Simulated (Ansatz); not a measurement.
Coupled-cluster run, GeH₅NOSi, SMILES `[NH2][GeH]1[O][SiH2]1`.

```yaml
crystal:
  periodic: [false, false, false]
  atoms:
    - {symbol: N, position_ang: [-0.611262, 1.281220, -1.252831]}
    - {symbol: Ge, position_ang: [0.478316, 0.540688, -0.006413]}
    - {symbol: O, position_ang: [0.756748, -1.296873, -0.385745]}
    - {symbol: Si, position_ang: [0.040698, -1.380507, 1.096346]}
    - {symbol: H, position_ang: [-0.324375, 2.159234, -1.655198]}
    - {symbol: H, position_ang: [-1.606707, 1.250710, -1.105276]}
    - {symbol: H, position_ang: [1.833540, 1.255028, -0.102881]}
    - {symbol: H, position_ang: [-1.327052, -1.959981, 1.162169]}
    - {symbol: H, position_ang: [0.848597, -1.895920, 2.232728]}
basis:
  gaussian: {orbitals: def2-TZVPP}
correlation: {method: ccsd_t}
output: {orbitals: {seedname: orbitals}}
```

```sh
$ ansatz run in.yaml --threads 4 --pin off --events-out ev --progress --plain
```

Output of Ansatz, abridged:

```
Functional definition: HF
1334 factors; integrals over basis functions are off by at most 1.3e-3 eV
mean field evaluation 1: about -67930.2256 eV, gradient 5.3e1 eV
mean field evaluation 2: about -67930.4797 eV, gradient 5.4e1 eV
mean field evaluation 4: about -67936.2303 eV, gradient 5.0e0 eV
mean field evaluation 8: about -67936.3289 eV, gradient 5.4e-1 eV
mean field -67936.32983618 eV, -2496.6140725814 hartree, gradient 2.5e-6 eV, S^2 0.000000; 0 other end points of the search recorded, 0 dependent functions left out
16 core orbitals not correlated: weight in the atoms' cores, before any rotation towards them, 1.000 or more for the frozen orbitals, at most 0.000 for the correlated occupied ones
reference -67936.32983618 eV, -2496.6140725814 hartree; 17, 17 occupied and 189, 189 virtual orbitals, 1334 factors
second order -22.50162877 eV of doubles, -0.00000000 eV of singles
cycle   1  -22.27627025 eV  change    2.3e-1 eV  update   1.2e-1
cycle   2  -22.94101295 eV  change   -6.6e-1 eV  update   4.0e-2
cycle   3  -23.10208875 eV  change   -1.6e-1 eV  update   2.1e-2
cycle   4  -23.08567521 eV  change    1.6e-2 eV  update   5.4e-3
cycle   5  -23.08248810 eV  change    3.2e-3 eV  update   2.5e-3
cycle   6  -23.08388227 eV  change   -1.4e-3 eV  update   8.8e-4
cycle   7  -23.08352647 eV  change    3.6e-4 eV  update   3.4e-4
cycle   8  -23.08340720 eV  change    1.2e-4 eV  update   1.2e-4
cycle   9  -23.08347342 eV  change   -6.6e-5 eV  update   4.8e-5
cycle  10  -23.08347101 eV  change    2.4e-6 eV  update   2.2e-5
perturbative correction -0.94406361 eV, -0.0346936978 hartree
Total energy: -67960.35737080 eV, -2497.4970681921 hartree
```

It took 100 s on 4 threads of a server CPU on a shared host, with 3.4 GiB of host memory at the peak.

Correlation energy per correlated electron: -0.707 eV. T1 diagnostic: 0.0139.
